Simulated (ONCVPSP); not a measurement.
vanadium (V): one change to an ONCV potential, before and after

ONCVPSP 4.0.1 input, shortened (lines: element, Z, core and valence counts, functional; n l f; lmax; l rc ep ncon nbas qcut; lloc lpopt rc5 dvloc0; l nproj debl; icmod fcfact rcfact), PBE, scalar-relativistic:

```
  V 23.00    3    4        4      upf
    1    0    2.00
    2    0    2.00
    2    1    6.00
    3    0    2.00
    3    1    6.00
    3    2    3.00
    4    0    1.00
    2
    0    1.85    0.00    4    9    7.10
    1    1.00    0.00    4    7    9.00
    2    1.20    0.00    4    9   13.90
    4    3    0.70    3.00
    0    2    1.70
    1    2    3.00
    2    2    0.60
    2    0.65    1.05
```

Change: s: qcut 8.9; p: qcut 11.3; d: qcut 17.4.

Cutoffs: the cutoffs (Ha) at which the residual kinetic energy of the hardest occupied pseudo-wave falls to 1 and 0.1 mHa per electron; they do not see the model core or the augmentation charge, which bear on the density cutoff. Errors are all-electron minus pseudo energies relative to the spin-unpolarised reference configuration.

Predict the effect on cutoff, ghosts and configuration errors.

The potential gets neither clearly harder nor softer (64 Ha and 116 Ha → 78 Ha and 92 Ha); the d channel sets the loose cutoff, while the largest relative change is in s, which becomes harder; of the 4 tests that both files solve, the error grows in 0 and shrinks in 2 by more than 15 % and 0.3 meV (median size 3.0 → 1.4 meV); neither file shows a bound ghost.

| quantity | base | changed |
| --- | --- | --- |
| cutoff, loose | 64 Ha | 78 Ha |
| cutoff, tight | 116 Ha | 92 Ha |
| loose cutoff by channel | s 8.7 Ha, p 35 Ha, d 64 Ha | s 17 Ha, p 45 Ha, d 78 Ha |
| bound ghosts | none | none |
| GHOST(+) flags under 300 eV | none | none |
| error for 3s2 3p6 3d3 4s2, meV [ΔE -7.74 eV] | +0.7 | +0.8 |
| error for 3s2 3p6 3d3 4s0, meV [ΔE 14.30 eV] | -1.3 | -1.1 |
| error for 3s2 3p6 3d2 4s0, meV [ΔE 43.19 eV] | +4.6 | +1.8 |
| error for 3s1 3p6 3d3 4s2, meV [ΔE 69.69 eV] | -272 | -205 |
| s: phases at 1.88 bohr within 0.05 rad from the reference energy up to (Ha; the scan ends near 5) | 4.5 | to the end of the scan |
| p: phases at 1.01 bohr within 0.05 rad from the reference energy up to (Ha; the scan ends near 5) | to the end of the scan | to the end of the scan |
| d: phases at 1.22 bohr within 0.05 rad from the reference energy up to (Ha; the scan ends near 5) | to the end of the scan | to the end of the scan |
| rms error of d²Exc/dni dnj with the model core, mHa | 1.46 | 1.34 |
